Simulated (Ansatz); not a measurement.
`[SiH3]OB(Cl)Cl` + H₂ → `ClBCl` + silanol  (hydrogenolysis of a B–O bond)

Isolated molecules relaxed with PBE0-D4/def2-TZVP in Ansatz; ΔE leaves out vibrations. CBS: MP2 limit from def2 TZ/QZ plus the TZ coupled-cluster correction, frozen cores. This one scheme is used for every species. DFT in def2-TZVPP. One conformer a species, not always the lowest.

`[SiH3]OB(Cl)Cl`:

```xyz
8

Si   -0.990   -0.595   -0.520
O     0.230   -0.362    0.593
B     1.167    0.575    0.732
Cl    1.288    1.920   -0.405
Cl    2.305    0.487    2.058
H    -1.918    0.559   -0.483
H    -1.679   -1.836   -0.104
H    -0.401   -0.749   -1.871
```

H₂:

Cartesian coordinates in Å:
```
H -0.168 0.057 -0.328
H 0.168 -0.057 0.328
```

`ClBCl`:

Cartesian coordinates in Å:
```
Cl 0.149 -1.040 1.302
B -0.064 -0.048 -0.105
Cl 0.558 1.570 -0.150
H -0.642 -0.482 -1.046
```

`O[SiH3]`:

Z-matrix (Å, degrees):
```
Si
O 1 1.648
H 1 1.489 2 111.7
H 1 1.489 2 111.7 3 120.9
H 1 1.481 2 105.9 3 -119.6
H 2 0.957 1 117.9 3 -60.5
```

```csv
level,ΔE (kcal/mol)
PBE-D4,26.5
r2SCANh-D4,27.9
CAM-B3LYP-D4,27.6
ωB97M-V,27.3
PBE-QIDH,26.3
CCSD/def2-SVP,29.3
HF/def2-TZVPP,24.0
MP2/def2-TZVPP,27.9
```

(1) What does CCSD(T)/CBS give? (An estimate is asked.)

Largest T1 diagnostic among the species: 0.012.

## Answers

(1) The calculation gave: +26.8 kcal/mol. The listed levels differ from it by -0.3, 1.1, 0.8, 0.5, -0.5, 2.5, -2.8, 1.1 kcal/mol.

Leaving LDA and LC-ωPBE aside and taking each functional with its dispersion term where it has one, the values, not all of them listed here, spread over 2.1 kcal/mol, from B2PLYP to BLYP-D4. LDA lies +3.5 kcal/mol from PBE without D4. In def2-TZVPP, CCSD(T) changes the Hartree–Fock value by +2.6 kcal/mol (the triples alone add +0.8 kcal/mol) and MP2 by +3.8 kcal/mol.
